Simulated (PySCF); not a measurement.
Compound: SnCl3(NHtBu), C4H10Cl3NSn.
Bonds: Sn1–Cl2, Sn1–Cl3, Sn1–Cl4, Sn1–N5, N5–C6, C6–C7, C6–C8, C6–C9. Hydrogens: H10 on N5; H11, H12, H13 on C7; H14, H15, H16 on C8; H17, H18, H19 on C9.

Level of theory: PBE0-D3(BJ)/def2-SVP geometry optimisation, gas phase, def2 core potentials past Kr (PySCF).

Problem. How far are the bound atoms from Sn1?

Solution. 4 atoms: N5 2.004 Å, Cl3 2.323 Å, Cl2 2.329 Å, Cl4 2.344 Å. The nearest atom not counted as bound is H10, at 2.54 Å.

Problem. List the angles at Sn1.

Solution. 
| angle | degrees | distance of the outer atoms (Å) |
| --- | --- | --- |
| Cl4–Sn1–N5 | 116.1 | 3.69 |
| Cl3–Sn1–N5 | 111.8 | 3.59 |
| Cl2–Sn1–Cl4 | 109.5 | 3.82 |
| Cl2–Sn1–Cl3 | 109.1 | 3.79 |
| Cl2–Sn1–N5 | 105.2 | 3.45 |
| Cl3–Sn1–Cl4 | 105.1 | 3.70 |

Problem. What is the shape at Sn1?

Solution. Distorted tetrahedral: angles from 105.1° to 116.1°; τ4 = (360° − α − β)/141° = 0.94 with α and β the two widest (0 for a square, 1 for a tetrahedron). The Sn–Cl distances aren't all alike: 2.323 to 2.344 Å.

Problem. What are the other bond lengths?

Solution. N5–C6 1.468 Å; C6–C7, C6–C8, C6–C9 1.529 Å. (A selection.)

Problem. Give some angles away from the centre.

Solution. Sn1–N5–C6 121.6°, N5–C6–C7 108.3°, N5–C6–C9 111.5°, C7–C6–C8 110.0°.

Problem. What are the rotational constants (commonest isotopes, rigid rotor)?

Solution. A = 859.0, B = 485.7, C = 480.7 MHz: a near-prolate asymmetric top.

Point group: C1 (no symmetry element, even within 0.4 Å). Charge 0, singlet. Stationary, but not proved a minimum.

On Intel Xeon Platinum 8559C, one thread, shared host with 48 logical CPUs at a one-minute load of 30, this took 6.7 min of wall time and 1.0 GiB of memory at its peak. That covers the optimisation of the geometry.
